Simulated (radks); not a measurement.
Results of a calculation; reference values are marked as such.
Ionisation of the ruthenium ion Ru+, [Kr] 4d7, to Ru2+, [Kr] 4d6, under several functionals. Scalar-relativistic Kohn-Sham, spin-polarised, spherical densities, finite nucleus; open shells are filled with parallel spins first (spin-orbit coupling, left out, can overturn this in heavy ions); a radial shooting solver on a logarithmic mesh with Libxc functionals.

functional,E(Ru+) (hartree),Exc (hartree),IE (eV),-e(HOMO) (eV),<r> HOMO (bohr),IE error (eV)
B86b exchange with PBE correlation,-4531.06060,-133.89111,16.739,11.406,1.668,-0.021
"LDA (Slater exchange, Perdew-Zunger correlation)",-4525.96850,-128.73365,17.189,11.819,1.670,+0.429
TASK exchange with Perdew-Wang LDA correlation,-4530.02540,-132.64882,15.506,10.300,1.622,-1.254
AM05,-4526.19380,-128.97494,16.760,11.413,1.664,0.000
SOGGA,-4527.82190,-130.61729,16.597,11.269,1.663,-0.163

NIST Atomic Spectra Database: 16.8 eV (semi-empirical). Closest: AM05. The Delta-SCF values span 1.68 eV, the total energies 5.09 hartree. The highest occupied level is 4d. Open shells are spherical and high-spin; term and fine-structure splittings are not resolved.
